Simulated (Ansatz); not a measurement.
Input file for Ansatz (an electronic-structure program): U-CCSD(T)/def2-TZVPP on TaH, 2S+1 = 5, a spin state set in the input, which need not be the lowest, a point of a bond scan (R = 1.774 Å). Elements past Kr take the def2 small-core potentials; no spin–orbit coupling.

Ansatz 0.2 input:
```yaml
crystal:
  periodic: [false, false, false]
  atoms:
    - {symbol: Ta, position_ang: [0.00000000, 0.00000000, 0.00000000]}
    - {symbol: H, position_ang: [0.00000000, 0.00000000, 1.77371000]}
basis:
  gaussian:
    orbitals: def2-TZVPP
magnetization: {spin_polarized: true, initial_magnetization: 4}
correlation: {method: ccsd_t, electrons: valence}
output: {orbitals: {seedname: ./end}}
```

The log:

```
WARN ansatz: RAYON_NUM_THREADS=1 ignored (pool sized by the plan → 1); use --threads N
Functional definition: HF
integrals: 0.06 GiB planned
427 factors; integrals over basis functions are off by at most 1.3e-3 eV
mean field: 0.10 GiB planned
mean field evaluation 1: about -1546.1625 eV, gradient 1.1e1 eV
mean field evaluation 2: about -1546.1699 eV, gradient 1.1e1 eV
mean field evaluation 4: about -1547.2714 eV, gradient 2.1e0 eV
mean field evaluation 8: about -1547.4775 eV, gradient 2.3e-1 eV
mean field evaluation 16: about -1546.4750 eV, gradient 1.4e0 eV
mean field evaluation 32: about -1547.4081 eV, gradient 1.9e0 eV
mean field evaluation 64: about -1546.7570 eV, gradient 1.4e-6 eV
mean field evaluation 96: about -1547.3597 eV, gradient 2.8e-6 eV
mean field evaluation 128: about -1547.4697 eV, gradient 2.1e-1 eV
mean field evaluation 160: about -1547.4787 eV, gradient 1.8e-1 eV
mean field evaluation 192: about -1547.3597 eV, gradient 5.9e-3 eV
mean field evaluation 224: about -1547.2784 eV, gradient 1.7e0 eV
mean field evaluation 256: about -1546.7560 eV, gradient 2.2e-1 eV
mean field evaluation 288: about -1546.3899 eV, gradient 2.0e0 eV
mean field evaluation 320: about -1546.5084 eV, gradient 2.3e-1 eV
mean field evaluation 352: about -1545.4642 eV, gradient 6.2e-1 eV
mean field evaluation 384: about -1545.3282 eV, gradient 1.6e-3 eV
mean field evaluation 416: about -1545.5146 eV, gradient 6.6e-3 eV
mean field evaluation 448: about -1545.7620 eV, gradient 4.7e-3 eV
mean field evaluation 480: about -1544.9446 eV, gradient 1.2e-4 eV
mean field evaluation 512: about -1544.9731 eV, gradient 4.8e-2 eV
mean field evaluation 544: about -1544.3304 eV, gradient 4.7e-1 eV
mean field evaluation 576: about -1544.7632 eV, gradient 3.8e0 eV
mean field evaluation 608: about -1546.9587 eV, gradient 4.1e0 eV
mean field evaluation 640: about -1547.3597 eV, gradient 1.1e-2 eV
mean field evaluation 672: about -1546.7570 eV, gradient 5.1e-4 eV
mean field evaluation 704: about -1546.2354 eV, gradient 4.0e0 eV
mean field evaluation 736: about -1546.3975 eV, gradient 1.0e-2 eV
mean field evaluation 768: about -1545.2959 eV, gradient 5.6e0 eV
mean field evaluation 800: about -1545.4792 eV, gradient 1.1e0 eV
mean field evaluation 832: about -1545.1442 eV, gradient 5.5e0 eV
mean field evaluation 864: about -1545.7620 eV, gradient 1.8e-3 eV
mean field evaluation 896: about -1545.1274 eV, gradient 1.0e-2 eV
mean field evaluation 928: about -1545.0847 eV, gradient 9.9e-1 eV
mean field evaluation 960: about -1546.5091 eV, gradient 1.1e-1 eV
mean field evaluation 992: about -1546.7570 eV, gradient 4.5e-2 eV
mean field evaluation 1024: about -1546.5093 eV, gradient 8.6e-2 eV
mean field evaluation 1056: about -1547.4776 eV, gradient 1.2e-1 eV
mean field evaluation 1088: about -1545.1957 eV, gradient 5.8e0 eV
mean field evaluation 1120: about -1546.9776 eV, gradient 1.6e0 eV
mean field evaluation 1152: about -1546.4160 eV, gradient 4.0e-1 eV
mean field evaluation 1184: about -1545.3272 eV, gradient 1.3e-1 eV
mean field evaluation 1216: about -1545.5717 eV, gradient 2.5e-4 eV
mean field evaluation 1248: about -1545.4653 eV, gradient 5.8e-1 eV
mean field evaluation 1280: about -1545.4755 eV, gradient 1.8e-1 eV
mean field evaluation 1312: about -1545.0016 eV, gradient 1.7e0 eV
mean field evaluation 1344: about -1547.4788 eV, gradient 1.5e-2 eV
mean field evaluation 1376: about -1546.5544 eV, gradient 5.9e-1 eV
mean field evaluation 1408: about -1544.4123 eV, gradient 1.1e1 eV
mean field evaluation 1440: about -1545.3282 eV, gradient 5.1e-4 eV
mean field -1547.47885375 eV, -56.8687989565 hartree, gradient 1.8e-6 eV, S^2 6.014716; 34 other end points of the search recorded, 0 dependent functions left out
determinant -1547.47885375 eV, -56.8687989565 hartree, with singles and doubles -1555.71435745 eV, -57.1714481352 hartree
determinant -1547.35969588 eV, -56.8644199854 hartree, with singles and doubles -1555.63396303 eV, -57.1684936948 hartree
determinant -1546.75704361 eV, -56.8422729232 hartree, with singles and doubles -1554.73582821 eV, -57.1354878490 hartree
determinant -1546.50963831 eV, -56.8331809459 hartree, with singles and doubles -1554.50796992 eV, -57.1271142111 hartree
determinant -1546.39751618 eV, -56.8290605336 hartree, with singles and doubles -1554.47163399 eV, -57.1257788903 hartree
determinant -1545.76203912 eV, -56.8057071826 hartree, with singles and doubles -1554.12723057 eV, -57.1131222981 hartree
determinant -1545.57171754 eV, -56.7987129935 hartree, with singles and doubles -1553.81987359 eV, -57.1018271375 hartree
determinant -1545.54032709 eV, -56.7975594159 hartree, with singles and doubles -1553.49521103 eV, -57.0898960086 hartree
determinant -1545.51464221 eV, -56.7966155136 hartree, with singles and doubles -1553.47219140 eV, -57.0890500527 hartree
determinant -1545.51000110 eV, -56.7964449563 hartree, with singles and doubles -1553.41982115 eV, -57.0871254816 hartree
determinant -1545.47787449 eV, -56.7952643248 hartree, with singles and doubles -1553.41690624 eV, -57.0870183605 hartree
determinant -1545.32820097 eV, -56.7897639244 hartree, with singles and doubles -1553.33694484 eV, -57.0840798333 hartree
determinant -1545.12736486 eV, -56.7823833338 hartree, with singles and doubles -1553.20417726 eV, -57.0792007148 hartree
determinant -1544.97316437 eV, -56.7767165701 hartree, with singles and doubles -1553.12422489 eV, -57.0762625195 hartree
determinant -1544.94460887 eV, -56.7756671750 hartree, with singles and doubles -1552.97993059 eV, -57.0709598017 hartree
determinant -1544.34902829 eV, -56.7537799922 hartree, with singles and doubles -1552.29338744 eV, -57.0457298063 hartree
determinant -1544.32602967 eV, -56.7529348084 hartree, with singles and doubles -1552.29518019 eV, -57.0457956885 hartree
determinant -1547.47885375 eV, -56.8687989565 hartree, with singles and doubles -1555.69818068 eV, -57.1708536499 hartree
determinant -1547.35969588 eV, -56.8644199854 hartree, with singles and doubles -1555.61666530 eV, -57.1678580151 hartree
reference -1547.47885375 eV, -56.8687989565 hartree; 9, 5 occupied and 61, 65 virtual orbitals, 427 factors
second order -7.85967955 eV of doubles, -0.00000000 eV of singles
coupled cluster: 0.24 GiB planned
cycle   1  -8.21932624 eV  change    6.9e-7 eV  update   3.2e-6
perturbative correction -0.25421696 eV, -0.0093423008 hartree
Total energy: -1555.95239695 eV, -57.1801959255 hartree
```

The calculation finished and met its thresholds.

Cost: about 40 core-seconds (a rough figure).
